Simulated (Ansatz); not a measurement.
Start from `C[N](C)[In]([Cl])[Cl]` and change one atom or group to get `C[NH][In]([Cl])[Cl]`.

Ansatz, PBE0-D4/def2-TZVP geometries, multiplicity 1. Each molecule was computed in one conformer, which needn't be the lowest.

Elements past krypton have def2 core potentials.

```tsv
property	`C[N](C)[In]([Cl])[Cl]`
HOMO–LUMO gap (ωB97M-V/def2-TZVPP) / eV	8.90
HOMO–LUMO gap (PBE0/def2-TZVPP) / eV	4.68
LUMO energy (PBE/def2-TZVPP) / eV	-2.88
HOMO–LUMO gap (B3LYP/def2-TZVPP) / eV	4.19
LUMO energy (PBE0/def2-TZVPP) / eV	-1.99
LUMO energy (B3LYP/def2-TZVPP) / eV	-2.29
```

(1) What does the change do to each property? (Best estimate.)

## Answers

(1) Computed: 
```csv
property,`C[NH][In]([Cl])[Cl]`,shift
HOMO–LUMO gap (ωB97M-V/def2-TZVPP) / eV,9.42,0.52
HOMO–LUMO gap (PBE0/def2-TZVPP) / eV,5.19,0.51
LUMO energy (PBE/def2-TZVPP) / eV,-2.87,0.01
HOMO–LUMO gap (B3LYP/def2-TZVPP) / eV,4.67,0.48
LUMO energy (PBE0/def2-TZVPP) / eV,-1.99,0.00
LUMO energy (B3LYP/def2-TZVPP) / eV,-2.30,-0.01
```

The zero-point energy changes by -73.1 kJ/mol with -9 modes.

B3LYP here is the variant with VWN-RPA as its local correlation; programs differ in this.
